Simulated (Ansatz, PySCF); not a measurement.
Dimer: HCl (SMILES Cl) (first 2 atoms) with CH2O2 (SMILES O=CO); geometry from B3LYP-D3(BJ)/def2-TZVP.
(charge 0, multiplicity 1):
```xyz
7

Cl    -0.2707     0.3275    -0.0981
H      0.5869     0.0579     0.8584
O      1.1268    -0.2060     2.5809
C      0.2364    -0.0772     3.3870
O     -1.0276     0.2241     3.1145
H      0.3788    -0.1989     4.4664
H     -1.1445     0.3308     2.1487
```

Counterpoise-corrected where a basis set is named; no monomer relaxation.

Codes used: Ansatz (Gaussian orbitals); PySCF for the dispersion terms. 

Task: What interaction energy does r2SCAN/def2-TZVPPD give?

Result: -8.2 kcal/mol

Task: What interaction energy does SVWN5/def2-TZVPPD give?

Result: -13.2 kcal/mol

Task: Predict the interaction energy from BHLYP-D4/def2-TZVPPD.

Result: -7.6 kcal/mol

Ansatz is an electronic-structure program.
